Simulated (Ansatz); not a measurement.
Abridged output of a molecular run in Ansatz:

```
Functional definition: HF
3375 factors; integrals over basis functions are off by at most 1.3e-3 eV
mean field evaluation 1: about -43582.8210 eV, gradient 8.5e1 eV
mean field evaluation 2: about -43583.3624 eV, gradient 8.5e1 eV
mean field evaluation 4: about -43597.3207 eV, gradient 6.9e0 eV
mean field evaluation 8: about -43597.4956 eV, gradient 6.4e-1 eV
mean field -43597.49672121 eV, -1602.1784530598 hartree, gradient 1.7e-6 eV, S^2 0.000000; 0 other end points of the search recorded, 0 dependent functions left out
23 core orbitals not correlated: weight in the atoms' cores, before any rotation towards them, 1.000 or more for the frozen orbitals, at most 0.000 for the correlated occupied ones
reference -43597.49672121 eV, -1602.1784530598 hartree; 66, 66 occupied and 248, 248 virtual orbitals, 3375 factors
second order -88.28135400 eV of doubles, -0.00000000 eV of singles
cycle   1  -88.28588762 eV  change   -4.5e-3 eV  update   2.1e-1
cycle   2  -90.21629105 eV  change    -1.9e0 eV  update   5.7e-2
cycle   3  -90.70584770 eV  change   -4.9e-1 eV  update   2.9e-2
cycle   4  -90.68325719 eV  change    2.3e-2 eV  update   6.0e-3
cycle   5  -90.67650714 eV  change    6.8e-3 eV  update   2.9e-3
cycle   6  -90.67857764 eV  change   -2.1e-3 eV  update   8.9e-4
cycle   7  -90.67812907 eV  change    4.5e-4 eV  update   3.5e-4
cycle   8  -90.67770949 eV  change    4.2e-4 eV  update   1.1e-4
cycle   9  -90.67776033 eV  change   -5.1e-5 eV  update   4.2e-5
perturbative correction -2.14760445 eV, -0.0789230078 hartree
Total energy: -43690.32208599 eV, -1605.5897222963 hartree
```

Its atoms:

Cartesian coordinates in Å:
```
C 1.227 -2.436 1.051
Sn 0.503 -0.559 0.437
O -0.993 -0.558 -0.841
C -0.808 -0.437 -2.212
C -0.176 -1.681 -2.799
F 0.061 -1.536 -4.103
F 1.010 -1.936 -2.197
F -0.928 -2.770 -2.635
O -0.168 0.594 1.883
C -1.529 0.807 2.071
C -2.179 -0.390 2.733
F -1.957 -1.511 2.011
F -3.500 -0.231 2.832
F -1.700 -0.622 3.957
O 1.940 0.561 -0.301
C 2.057 1.921 -0.039
C 1.199 2.755 -0.968
F -0.108 2.477 -0.814
F 1.365 4.057 -0.719
F 1.489 2.544 -2.256
H 0.447 -3.176 0.882
H 2.111 -2.676 0.462
H 1.474 -2.385 2.110
H -1.782 -0.309 -2.695
H -0.171 0.408 -2.498
H -2.074 0.993 1.138
H -1.675 1.665 2.734
H 1.770 2.200 0.982
H 3.094 2.229 -0.203
```

Problem. Which basis set was used?
A. def2-TZVPP
B. def2-SVP
C. def2-QZVPP
D. cc-pV(T+d)Z

Solution. B. It gives 337 functions.

Problem. Write the keys of the input that set method, charge and spin (a neutral closed shell needs none for the last two).

Solution. 
```yaml
correlation: {method: ccsd_t}
```
